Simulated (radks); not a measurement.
Values are calculated unless marked as measured or tabulated.
Ta40+, 33 electrons, occupied as [Ar] 3d10 4s2 4p3.

Code: a radial shooting solver on a logarithmic mesh with Libxc functionals. Model: non-relativistic Kohn-Sham, LB94 model potential, spin-polarised, spherical densities, point nucleus; open shells are filled with parallel spins first (spin-orbit coupling, left out, can overturn this in heavy ions); relativity is left out, which matters for an element this heavy.

Energy parts (eV):
part                  energy
kinetic            375850.63
electron-nucleus  -825790.40
Hartree             80748.57
(The LB94 potential has no energy functional, so no total or exchange-correlation energy is given.)

Orbitals (lengths in bohr, moments of r in powers of bohr; <r^-3> diverges for s and p1/2; r(90%) holds 90 % of the orbital's charge):
orbital  occ.  eigenvalue (eV)  r(90%)  <r^-3>
1s up       1        -64002.31  0.0368       -
1s down     1        -64002.27  0.0368       -
2s up       1        -12036.15   0.134       -
2s down     1        -12034.74   0.134       -
2p up       3        -11619.50   0.119   13700
2p down     3        -11616.97   0.119   13690
3s up       1        -4083.988   0.318       -
3s down     1        -4083.852   0.319       -
3p up       3        -3893.071   0.310    3016
3p down     3        -3892.463   0.310    3009
3d up       5        -3541.913   0.281   532.9
3d down     5        -3541.144   0.282   532.2
4s up       1        -1978.474   0.610       -
4s down     1        -1973.309   0.608       -
4p up       3        -1896.124   0.610   984.6
4p down     0        -1891.463   0.609    1003

The highest occupied level is 4p up at -1896.1 eV. Summed over all electrons, <r^2> = 1.903 bohr^2, which gives a Langevin (diamagnetic) susceptibility term of -1.51 x 10^-6 cm^3/mol.
